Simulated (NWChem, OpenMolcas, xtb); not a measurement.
# A ladder of methods for SnCl2 (SMILES [Cl][Sn][Cl])

SnCl2: 3 atoms, total charge 0, spin state singlet. SMILES: `[Cl][Sn][Cl]`. The coordinates come from a PBE0-D4/def2-TZVP relaxation.

```jsonl
{"atom": "Cl", "x (Å)": "1.1542", "y (Å)": "1.2207", "z (Å)": "0.7560"}
{"atom": "Sn", "x (Å)": "-0.7969", "y (Å)": "0.5189", "z (Å)": "-0.3766"}
{"atom": "Cl", "x (Å)": "-0.3682", "y (Å)": "-1.8045", "z (Å)": "-0.3926"}
```

Each level gives the dipole moment (D). The values are calculated.

| level | kind | program | value (D) | CPU time |
| --- | --- | --- | --- | --- |
| GFN0-xTB | semi-empirical | xtb | 3.98 | under 2 s |
| HF/def2-SVP (core potential) | Hartree–Fock | OpenMolcas | 3.50 | 4 s |
| SVWN5/def2-SVP (core potential) | LDA | OpenMolcas | 2.66 | 8.5 s |
| PBE/def2-SVP (core potential) | GGA | OpenMolcas | 2.80 | 10 s |
| M06-L/def2-SVP (core potential) | meta-GGA | OpenMolcas | 3.43 | 12 s |
| r2SCAN/def2-SVP (core potential) | meta-GGA | OpenMolcas | 3.03 | 12 s |
| B3LYP/def2-SVP (core potential) | global hybrid | NWChem | 3.01 | 14 s |

The values span 2.66 to 3.98 D. Magnitudes only. Times are those of the runs behind each value, whatever else they computed, on shared processors of several kinds: orders of magnitude only.
